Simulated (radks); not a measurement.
Results of a calculation; reference values are marked as such.
The gold ion Au29+, configuration [Kr] 4d10 4f4.

Level of theory: non-relativistic Kohn-Sham, LB94 model potential, spin-polarised, spherical densities, point nucleus; open shells are filled with parallel spins first (spin-orbit coupling, left out, can overturn this in heavy ions); relativity is left out, which matters for an element this heavy (a radial shooting solver on a logarithmic mesh with Libxc functionals).

Energy parts (eV):
kinetic: 475656.39
electron-nucleus: -1079681.89
Hartree: 137080.19
(The LB94 potential has no energy functional, so no total or exchange-correlation energy is given.)

Orbitals (lengths in bohr, moments of r in powers of bohr; r(90%) holds 90 % of the orbital's charge):
orbital,occ.,eigenvalue (eV),r(90%),<r^4>,<r^2>
1s up,1,-74289.99,0.0340,6.043e-07,0.0004898
1s down,1,-74290.00,0.0340,6.043e-07,0.0004898
2s up,1,-13265.23,0.124,0.00009724,0.007619
2s down,1,-13265.45,0.124,0.00009724,0.007619
2p up,3,-12798.59,0.110,0.00006083,0.005617
2p down,3,-12798.75,0.110,0.00006083,0.005617
3s up,1,-3893.056,0.295,0.003225,0.04671
3s down,1,-3892.056,0.294,0.003214,0.04663
3p up,3,-3672.854,0.287,0.002844,0.04296
3p down,3,-3672.087,0.286,0.002834,0.04289
3d up,5,-3260.912,0.260,0.001886,0.03308
3d down,5,-3260.651,0.259,0.001878,0.03303
4s up,1,-1535.372,0.603,0.05778,0.2033
4s down,1,-1529.155,0.604,0.05810,0.2038
4p up,3,-1438.740,0.609,0.05932,0.2041
4p down,3,-1432.520,0.610,0.05969,0.2047
4d up,5,-1262.374,0.615,0.06055,0.2017
4d down,5,-1256.147,0.616,0.06102,0.2024
4f up,4,-1033.260,0.603,0.05427,0.1818
4f down,0,-1027.452,0.605,0.05472,0.1823

The highest occupied level is 4f up at -1033.3 eV. For comparison, the ionisation energy in NIST's Atomic Spectra Database is 1040 eV (theoretical). In exact Kohn-Sham theory the highest level is minus the ionisation energy, but local and semilocal functionals leave it too shallow, through self-interaction and a potential that decays too fast; potentials with the right tail come closer.
